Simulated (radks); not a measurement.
The numbers below are computed, except where a source is named.
Task: The mean radii <r> (bohr) of the occupied orbitals of an atom or ion are listed with their occupations. Level of theory: Dirac Kohn-Sham, PBE, spin-unpolarised, spherical densities, point nucleus (a radial shooting solver on a logarithmic mesh with Libxc functionals).

| orbital | occ. | <r> |
|---|---|---|
| 1s1/2 | 2 | 0.01803 |
| 2s1/2 | 2 | 0.07557 |
| 2p1/2 | 2 | 0.06246 |
| 2p3/2 | 4 | 0.07054 |
| 3s1/2 | 2 | 0.1969 |
| 3p1/2 | 2 | 0.1870 |
| 3p3/2 | 4 | 0.2019 |
| 3d3/2 | 4 | 0.1765 |
| 3d5/2 | 6 | 0.1811 |
| 4s1/2 | 2 | 0.4404 |
| 4p1/2 | 2 | 0.4450 |
| 4p3/2 | 4 | 0.4784 |
| 4d3/2 | 4 | 0.4934 |
| 4d5/2 | 6 | 0.5048 |
| 5s1/2 | 2 | 1.037 |
| 5p1/2 | 2 | 1.137 |
| 5p3/2 | 4 | 1.240 |
| 4f5/2 | 6 | 0.5761 |
| 4f7/2 | 8 | 0.5849 |
| 6s1/2 | 2 | 3.072 |
| 5d3/2 | 2 | 1.881 |
| 5d5/2 | 3 | 1.972 |

Name the element and its charge. Open shells, if any, are shared by 2j + 1.

Result: Z = 75, rhenium, charge 0: Re in [Xe] 4f14 5d5 6s2. The 1s radius gives Z: for a bare nucleus <r> = (2 gamma + 1)/(2Z) with gamma = sqrt(1 - (Z/c)^2), 0.01783 bohr for Z = 75, and screening makes it slightly larger (0.01803 here). The occupations add up to 75, and the charge is Z minus that.
